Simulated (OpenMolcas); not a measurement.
An atom or ion with 23 electrons was computed by SS-CASPT2, IPEA 0.25 Eh, imaginary shift 0.1 Eh with spin-orbit coupling (OpenMolcas, ANO-RCC-VQZP, DKH2). The lowest levels that the run gave, each within 12 % of the measured value where one is at hand:

```
   J  Parity  E (cm-1)      g
 5/2    even       0.0  2.002
 5/2    even     27270  0.571
 7/2    even     27290  0.984
11/2    even     27290  1.273
 9/2    even     27300  1.172
 5/2    even     29980  1.594
 3/2    even     30020  1.722
 1/2    even     30070  2.651
 7/2    even     32910  1.429
 1/2    even     32950  0.017
 3/2    even     32990  1.212
 5/2    even     32990  1.378
```

Q: Which ion is it, and what are the configurations and terms?

A: Mn III (Z = 25, charge +2; active space 5 electrons in 5 orbitals (3d)). J, parity and g give the terms where levels are pure, and mixed ones are named by the computed weights; the size of the splittings, set against known spectra of the 23-electron sequence, gives the charge. In order, with the measured energies in cm-1 (Corliss and Sugar, J. Phys. Chem. Ref. Data 6, 1253 (1977)): 3d5 6S 5/2, 3d5 4G 5/2, 3d5 4G 7/2 (26860), 3d5 4G 11/2 (26824), 3d5 4G 9/2, 3d5 4P 5/2 (29168), 3d5 4P 3/2, 3d5 4P 1/2, 3d5 4D 7/2 (32307), 3d5 4D 1/2 (32369), 3d5 4D 3/2, 3d5 4D 5/2 (32384).

CASPT2 breaks the degeneracy within a term, and the mean is taken; among the terms shown or strongly mixed into the levels shown the widest spread is 51 cm-1 (3d5 4G). Measured partners are found by configuration, term and J. A level has none where our copy of the source lacks it or the pairing is in doubt (some pairs that miss far off the trend of their configuration count as doubtful), and it then counts in no deviation. Only configurations of the active space appear.
